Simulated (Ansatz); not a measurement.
Reaction (formal exchange of groups at a Ga–F bond): `[F][GaH][Cl]` + `C[SiH3]` → `[SiH3][CH2][GaH][Cl]` + H–F

Isolated molecules relaxed with PBE0-D4/def2-TZVP in Ansatz; ΔE leaves out vibrations. CCSD(T)/CBS is the MP2 limit (def2-TZVPP, def2-QZVPP) plus CCSD(T) − MP2 in def2-TZVPP, frozen cores. This one scheme is used for every species. DFT in def2-TZVPP. For Ga outer-core shells are correlated without core-valence functions, which leaves a few kJ/mol of doubt a bond. Scalar relativity is left out up to krypton. Each species was taken in one conformer, which may not be the lowest.

`[F][GaH][Cl]`:

```xyz
4

F     0.526   -0.833    1.414
Ga   -0.151    0.014    0.047
Cl    1.267    0.423   -1.477
H    -1.643    0.396    0.016
```

`C[SiH3]`:

Z-matrix (Å, degrees):
```
C
Si 1 1.871
H 1 1.092 2 110.8
H 1 1.092 2 110.8 3 -120.0
H 1 1.092 2 110.8 3 120.0
H 2 1.488 1 110.7 3 -179.9
H 2 1.488 1 110.7 3 -59.9
H 2 1.488 1 110.7 3 60.1
```

`[SiH3][CH2][GaH][Cl]`:

```xyz
10

Si   -0.748   -0.087   -1.264
C     0.310   -0.746    0.132
Ga    0.546    0.529    1.590
Cl    2.129    1.962    1.294
H    -0.117    1.118   -1.862
H    -0.939   -1.107   -2.329
H    -2.090    0.301   -0.746
H    -0.148   -1.659    0.526
H     1.299   -0.992   -0.265
H    -0.244    0.681    2.924
```

H–F:

Z-matrix (Å, degrees):
```
F
H 1 0.920
```

CCSD(T)/CBS gives +73.9 kJ/mol.

(1) Another level gave +89.6 kJ/mol. Which?
A. r2SCANh-D4/def2-TZVPP
B. HF/def2-TZVPP
C. PBE-D4/def2-TZVPP
D. CAM-B3LYP/def2-TZVPP

Largest T1 diagnostic among the species: 0.013.

## Answers

(1) A. r2SCANh-D4 89.6, PBE-D4 81.9, HF/def2-TZVPP 109.7, CAM-B3LYP 101.5 kJ/mol.

The D4 term adds −11.7 kJ/mol with B3LYP and −6.6 kJ/mol with PBE0; it sums over pairs of atoms, weighted by their polarisabilities, and B3LYP, whose exchange is more repulsive, gets the larger term. From BLYP to BHLYP (50 % exact exchange), in def2-TZVPP and without D4, ΔE moves by −4.1 kJ/mol.

B3LYP here is the variant with VWN-RPA as its local correlation; programs differ in this.
